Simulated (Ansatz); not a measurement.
Consider the formal exchange of groups at a B–N bond: `BN(C)BC` + `O=[CH][GeH3]` → `[BH2][GeH2][CH]=O` + `CBNC`.

Isolated molecules relaxed with PBE0-D4/def2-TZVP in Ansatz; ΔE leaves out vibrations. CBS: MP2 limit from def2 TZ/QZ plus the TZ coupled-cluster correction, frozen cores. For Ge outer-core shells are correlated without core-valence functions, which leaves a few kJ/mol of doubt a bond. Scalar relativity is left out up to krypton. Each species was taken in one conformer, which may not be the lowest.

```
            species  HF/CBS(def2) energy (Eh)
          `BN(C)BC`                -184.93353
     `O=[CH][GeH3]`               -2190.49092
`[BH2][GeH2][CH]=O`               -2215.73910
             `CBNC`                -159.64130
```

Work out ΔE.

ΔE = (-2215.73910) + (-159.64130) − (-184.93353) − (-2190.49092) = 0.04405 Eh = +115.7 kJ/mol. CCSD(T)/CBS gives +110.0 kJ/mol.

Largest T1 diagnostic among the species: 0.016.

The D4 term adds +4.3 kJ/mol with B3LYP and +2.3 kJ/mol with PBE0; it sums over pairs of atoms, weighted by their polarisabilities, and B3LYP, whose exchange is more repulsive, gets the larger term. From PBE to PBE0 (25 % exact exchange), in def2-TZVPP and without D4, ΔE moves by +7.5 kJ/mol.

B3LYP here is the variant with VWN-RPA as its local correlation; programs differ in this.
